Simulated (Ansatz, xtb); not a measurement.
**BF2H6NSi2: which of two conformers lies lower**

We compare X, `FBN([SiH3])[SiH2]F`, a singlet, with Y, `FBN([SiH3])[SiH2]F`, a singlet. Both are isolated molecules in the gas phase, relaxed with PBE0-D4/def2-SVP.

X (Å):

```yaml
atoms:
  - { symbol: B, position_ang: [2.6637, 0.6708, 1.1342] }
  - { symbol: F, position_ang: [1.9756, 1.4519, 1.9697] }
  - { symbol: F, position_ang: [2.6507, -2.7199, -0.3669] }
  - { symbol: N, position_ang: [1.9439, -0.1303, 0.2121] }
  - { symbol: Si, position_ang: [0.1624, -0.0792, 0.2642] }
  - { symbol: Si, position_ang: [2.7930, -1.1877, -0.8850] }
  - { symbol: H, position_ang: [3.8695, 0.6843, 1.1974] }
  - { symbol: H, position_ang: [-0.3118, -1.0329, -0.7793] }
  - { symbol: H, position_ang: [-0.3322, -0.5087, 1.6006] }
  - { symbol: H, position_ang: [-0.3259, 1.2927, -0.0480] }
  - { symbol: H, position_ang: [2.1631, -1.1323, -2.2283] }
  - { symbol: H, position_ang: [4.2314, -0.8302, -0.8980] }
```

Y (Å):

```xyz
12

B    -0.6579    1.7656    0.7341
F    -0.6420    2.8418    1.5351
F     2.8566    0.1531    1.6749
N     0.4600    0.9031    0.7783
Si    0.5603   -0.5536   -0.2322
Si    1.7574    1.3368    1.8831
H    -1.6184    1.5934    0.0247
H    -0.6954   -0.6217   -1.0294
H     1.7354   -0.4687   -1.1444
H     0.6837   -1.7669    0.6236
H     2.3952    2.6242    1.5137
H     1.3151    1.3072    3.2988
```

Task: Estimate which is lower in electronic energy at CCSD(T)/def2-SVP + ΔMP2/def2-TZVPP, and by roughly how much.

Result: CCSD(T)/def2-SVP + ΔMP2/def2-TZVPP gives E(Y) − E(X) = +0.058 eV, favouring structure X, but this leans on the basis-set step: CCSD(T) alone gives +0.035 eV.

Level by level:

```csv
level,geometry,E(Y) − E(X) (eV),departure from the last row (eV),"job, with rough time for the two"
PBE0-D4/def2-SVP,PBE0-D4/def2-SVP,+0.039,−0.019,"optimisation, 45 s"
HF/def2-SVP,PBE0-D4/def2-SVP,+0.021,−0.037,part of the CCSD(T) run
MP2/def2-SVP,PBE0-D4/def2-SVP,+0.038,−0.019,part of the CCSD(T) run
CCSD(T)/def2-SVP,PBE0-D4/def2-SVP,+0.035,−0.022,single point
CCSD(T)/def2-SVP + ΔMP2/def2-TZVPP,PBE0-D4/def2-SVP,+0.058,,"single point, 27 s"
```

HF/def2-SVP finds them nearly level. The largest departure from CCSD(T)/def2-SVP + ΔMP2/def2-TZVPP is that of HF/def2-SVP, 0.037 eV. Levels run at GFN2-xTB geometries aren't shown. The last row adds to CCSD(T) the change of the MP2 difference between the two basis sets, here +0.022 eV.

With thermal terms from frequencies at re-optimised GFN2-xTB minima (ideal gas, soft modes damped towards free rotors, one conformer each, 298.15 K, 1 atm): on the last row, ΔE + ΔZPE = +0.057, ΔH = +0.056, ΔG = +0.059 eV.

The correlated steps freeze 14 core orbitals. Run with Ansatz 0.2.0, xtb 6.7.1; the last row on 2 threads of Intel(R) Xeon(R) 6975P-C (Granite Rapids) on a shared host.
